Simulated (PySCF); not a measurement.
SbCl2, SMILES [Cl][Sb+][Cl] (connectivity only; charge and spin as stated), charge +1, multiplicity 1.

Geometry: ωB97X-D3(BJ)/def2-TZVP. The multiplicity is an assumed one; other spin states were not compared. The isomer is the one that the SMILES or the coordinates give; other isomers of the formula were not compared. The def2 effective core potentials stand for the cores of Sb; spin–orbit coupling is left out.

All values below come from IEF-PCM-B3LYP/def2-SVP in PySCF.

The values are the electrostatic part of the solvation free energy, E(continuum) − E(gas) at the gas-phase geometry, in a cavity of scaled van der Waals radii (PySCF's table); cavitation and dispersion terms are not included. A continuum can't describe solvent molecules that bind to the metal. In vacuum the orbital gap is 4.27 eV.

Computed values in water (ε = 78.36), acetone (ε = 20.49), 2-propanol (ε = 19.26):
| solvent | ε | ΔG(elec) (kcal/mol) | gap (eV) |
|---|---|---|---|
| water | 78.36 | -63.4 | 4.53 |
| acetone | 20.49 | -60.9 | 4.52 |
| 2-propanol | 19.26 | -60.7 | 4.52 |
